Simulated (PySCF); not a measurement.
# Field gradients at the hydrogen positions

Compound: C4H10OSi.
Z-matrix (Å and degrees, PBE0-D3(BJ)/def2-SVP geometry), rows numbered from 1:
```
C 
C   1  1.3335
C   2  1.4953  1  125.16
C   3  1.5202  2  112.98  1   123.89
O   4  1.4073  3  109.39  2    61.61
Si  5  1.6658  4  123.52  3  -170.24
H   1  1.0955  2  121.54  3     0.60
H   1  1.0932  2  121.51  3  -179.76
H   2  1.0963  1  119.54  3   179.24
H   3  1.1022  2  110.52  1     1.43
H   3  1.1047  2  109.54  1  -116.52
H   4  1.1070  3  109.55  2  -177.37
H   4  1.1081  3  109.58  2   -59.93
H   6  1.4973  5  111.01  4   -62.72
H   6  1.4970  5  110.63  4    57.58
H   6  1.4872  5  106.50  4   177.54
```

Level: PBE0/pcSseg-1 (PySCF, non-relativistic); Q(2H) = 0.00286 b; rigid geometry, the same for H and D, with no vibrational averaging.

Problem. Rank these positions by the coupling χzz of a deuteron there, largest first.
A. H9 (vinylic hydrogen)
B. H14 (Si–H hydrogen)
C. H8 (vinylic hydrogen)
D. H10 (methylene hydrogen)
E. H12 (methylene hydrogen)
F. H16 (Si–H hydrogen)

Solution. C (207 kHz), A (200 kHz), D (192 kHz), E (182 kHz), F (95 kHz), B (91 kHz).

Problem. What are Vzz, η and χzz (234.96 MHz × Q × Vzz) at all hydrogens?

Solution. 
| atom | bonded to | bond length (Å) | Vzz (au) | η | χzz (kHz) |
| --- | --- | --- | --- | --- | --- |
| H7 | C1 | 1.095 | 0.3039 | 0.06 | 204 |
| H8 | C1 | 1.093 | 0.3078 | 0.06 | 207 |
| H9 | C2 | 1.096 | 0.2971 | 0.05 | 200 |
| H10 | C3 | 1.102 | 0.2854 | 0.04 | 192 |
| H11 | C3 | 1.105 | 0.2811 | 0.03 | 189 |
| H12 | C4 | 1.107 | 0.2711 | 0.07 | 182 |
| H13 | C4 | 1.108 | 0.2669 | 0.08 | 179 |
| H14 | Si6 | 1.497 | 0.1351 | 0.04 | 91 |
| H15 | Si6 | 1.497 | 0.1351 | 0.04 | 91 |
| H16 | Si6 | 1.487 | 0.1417 | 0.03 | 95 |

Problem. Average by the element that carries the hydrogen.

Solution. on C: 193 kHz over 7 positions, mean bond length 1.101 Å; on Si: 92 kHz over 3 positions, mean bond length 1.494 Å.

Problem. How does χzz go with the bond length over the 7 C–H bonds?

Solution. A straight-line fit has a slope of -17.7 kHz for each 0.01 Å, with a correlation coefficient of -0.99, over lengths from 1.093 to 1.108 Å. The longer bonds have the smaller couplings here.

Problem. Give the 2H NMR doublet splittings at H15 for a magnetic field along the z, y and x axes of the gradient: 3χ/2, 3χ(1 + η)/4, 3χ(1 − η)/4.

Solution. With |χ| = 90.8 kHz and η = 0.042: 136, 71 and 65 kHz, to first order and without motion.

One conformer (not necessarily the lowest) at the PBE0-D3(BJ)/def2-SVP geometry, without solvent, vibrations or thermal averaging. With a basis this small, the couplings can be 20 % off.

The run behind these numbers computed NMR shieldings as well. Hardware: Arm Neoverse V2, one thread (shared host). Cost: 16 s of wall time, 0.94 GiB resident at most.
